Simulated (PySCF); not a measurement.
# Zr²⁺ (zirconium, charge +2) across methods

[Kr] 4d1 5s1, high-spin 3D determinant (an excited configuration). All numbers are calculated (PySCF 2.14, scalar relativity by spin-free X2C-1e, in aug-cc-pVTZ-DK).

```csv
method,E (hartree),mean ε 4p β (eV),mean ε 4d α (eV),mean ε 5s α (eV),Σ⟨r²⟩ (bohr²),⟨S²⟩
PBE,-3596.95,-49.707,-20.578,-17.968,35.45,2.001
r2SCAN,-3597.33,-50.544,-20.967,-18.075,35.52,2.002
PBE0,-3597.03,-51.966,-21.986,-18.639,35.48,2.001
B3LYP,-3597.39,-51.522,-21.591,-18.594,35.45,2.001
PBEsol,-3594.85,-49.710,-20.484,-18.027,35.37,2.001
LDA,-3592.87,-49.887,-20.430,-18.236,35.33,2.000
UHF,-3595.36530,-57.440,-25.431,-20.174,36.08,2.003
```

(1) Estimate the same row for HSE06.

## Answers

(1) E (hartree) = -3597.01; mean ε 4p β (eV) = -51.511; mean ε 4d α (eV) = -21.558; mean ε 5s α (eV) = -18.317; Σ⟨r²⟩ (bohr²) = 35.48; ⟨S²⟩ = 2.001.
